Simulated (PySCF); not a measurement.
## Radial density of Sn³⁺ (tin, charge +3)

UHF, [Kr] 4d10 5s1, 2S determinant. All numbers are calculated (PySCF 2.14, a scalar-relativistic core potential, in def2-QZVPPD with the def2 core potential (28 electrons)). This is the valence pseudo-density: the core potential removes the inner electrons and smooths the orbitals near the nucleus.

| r (bohr) | 4πr²ρ (e/bohr) | 4πr²(ρα − ρβ) |
| --- | --- | --- |
| 0.00420 | 1.328e-05 | 0.0000 |
| 0.00707 | 3.371e-05 | 0.0000 |
| 0.0119 | 7.713e-05 | 0.0000 |
| 0.0200 | 0.0001596 | 0.0000 |
| 0.0337 | 0.0002847 | 0.0000 |
| 0.0566 | 0.0005433 | 0.0000 |
| 0.0952 | 0.002298 | 0.0000 |
| 0.160 | 0.02422 | 0.0001 |
| 0.269 | 0.4021 | 0.0020 |
| 0.453 | 6.347 | 0.0568 |
| 0.762 | 22.85 | 0.0296 |
| 1.28 | 10.15 | 0.2063 |
| 2.16 | 1.320 | 0.6162 |
| 3.63 | 0.08226 | 0.0774 |
| 6.10 | 0.0002330 | 0.0002 |

Energies and moments cover only the electrons outside the core potential.
